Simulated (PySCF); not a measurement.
**A series of derivatives of [SiH3]N[SiH3]**

Parent skeleton `[SiH3:1][NH:2][SiH3:3]`; one hydrogen on atom 1 is replaced by X. Hydrogens on one atom are averaged.

Theoretical values (PySCF 2.14.0 with density-fitted response routines): σ from GIAO-PBE0/pcSseg-1, geometry: PBE0-D3(BJ)/def2-SVP. Non-relativistic, in vacuum, equivalent nuclei averaged, one computed conformer.

Referencing at the same level of theory: TMS for ²⁹Si (σ = 351.99 ppm), ¹H (σ = 31.27 ppm); ¹⁵N (σ = 265.67 ppm) vs NH3.

Parent (X = H): Si1 -46.7, N2 -5.9, Si3 -46.7, H(Si1) 4.74, H(Si3) 4.74 ppm. Effects are Δδ = δ(X) − δ(H), positive for deshielding.

Known members:
```tsv
X	Si1	N2	Si3	H(Si1)	H(Si3)
BF2	-11.6	-8.4	+0.9	-0.01	-0.06
cBu	+21.3	+3.3	-8.0	+0.05	-0.14
CONH2	-10.4	-2.0	-8.6	+0.03	+0.01
```

Four more derivatives gave (Δδ, ppm):
| compound | Si1 | N2 | Si3 | H(Si1) | H(Si3) |
| --- | --- | --- | --- | --- | --- |
| 1 | +14.2 | -3.5 | -9.0 | -0.06 | -0.02 |
| 2 | +20.8 | +33.2 | -6.4 | +0.09 | -0.03 |
| 3 | +35.8 | +28.3 | -1.8 | +0.52 | +0.01 |
| 4 | +22.9 | +29.7 | -2.5 | -0.05 | -0.04 |

**Question.** Their substituents are CH2NH2, NHSiH3, OCH3, SSiH3. Which is which?

**Answer.** 1: X = CH2NH2 (NC[SiH2]N[SiH3]); 2: X = NHSiH3 ([SiH3]N[SiH2]N[SiH3]); 3: X = SSiH3 ([SiH3]N[SiH2]S[SiH3]); 4: X = OCH3 (CO[SiH2]N[SiH3]).

Experimental scales use liquid or dissolved standards, which lie at an offset from isolated NH3 (liquid NH3: subtract about 20 ppm).
